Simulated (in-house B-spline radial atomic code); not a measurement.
# BP86 excitations of Br⁵⁺

Method: BP86. Computed with a B-spline radial code for spherical atoms: linear response of the closed shell [Ar] 3d10 4s2 with the functional's adiabatic kernel; scalar-relativistic (spin-free one-electron X2C), finite nucleus, no spin-orbit coupling, no double excitations, S, P, D and F terms only; shells from n = 2 respond. Only terms of natural parity with L up to 3 were computed.

Command:
```bash
python run_td.py task.json out
```
Settings (radii: box in bohr, nucleus in fm):
```
Z                        35
electrons                30
configuration            [Ar] 3d10 4s2
hamiltonian              x2c
method                   b88,p86
box_radius               16.35
rms_radius               4.1629
intervals                71
```

Cost of the run: 1.5 s on 1 thread of Arm Neoverse N1, with other jobs on the host.

The lowest states, in the order of their Tamm-Dancoff energies; the method's threshold (minus the highest occupied level) is 81.24 eV. Labels give the largest channel, * marks a mixed state, and oscillator strengths are full-response dipole values. Semilocal kernels can invert the small singlet-triplet splittings of Rydberg terms. Energies in eV:

```tsv
state	full response	Tamm-Dancoff	oscillator strength
4s → 4p 3P	?	?	-
4s → 4p 1P	19.177	19.857	1.57
4s → 4d 3D	36.75	36.81	-
4s → 4d 1D	?	?	-
4s → 5s 3S	44.98	44.99	-
4s → 5s 1S	45.75	45.79	-
4s → 5p 3P	50.41	50.41	-
4s → 5p 1P	50.70	50.75	0.0622
4s → 4f 3F	54.49	54.52	-
4s → 4f 1F	54.82	54.84	-
```

Task: Where does 4s → 4p 3P lie?

Result: At 13.634 eV in full response, 13.798 eV in Tamm-Dancoff.

Task: Where does 4s → 4d 1D lie?

Result: At 38.51 eV in full response, 38.53 eV in Tamm-Dancoff.

Task: How large is the singlet-triplet splitting of 4s → 4p (P terms) in Tamm-Dancoff?

Result: 6.06 eV, from the unrounded values.

Task: What polarisabilities and dispersion coefficient does the method give?

Result: Dipole 3.529 bohr³, quadrupole 4.776 bohr⁵, C6 7.877 hartree·bohr⁶ for two such species.
